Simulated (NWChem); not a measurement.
Species: BiI2, doublet; SMILES [I][Bi][I]

In the optimisation the excess spin sits in b2 (C2v, its own frame). The spin multiplicity was typed, not searched, and may not be the lowest. def2 effective core potentials on I, Bi; no spin-orbit coupling.

Q: Give the equilibrium geometry at PBE0/def2-SVP with def2 effective core potentials on I, Bi, spin-unrestricted (NWChem) as an XYZ file, with the point group.

A: point group C2v; any orientation.
```
3

Bi     0.0000     0.0000     0.9842
I     -2.1770     0.0000    -0.7866
I      2.1770     0.0000    -0.7866
```
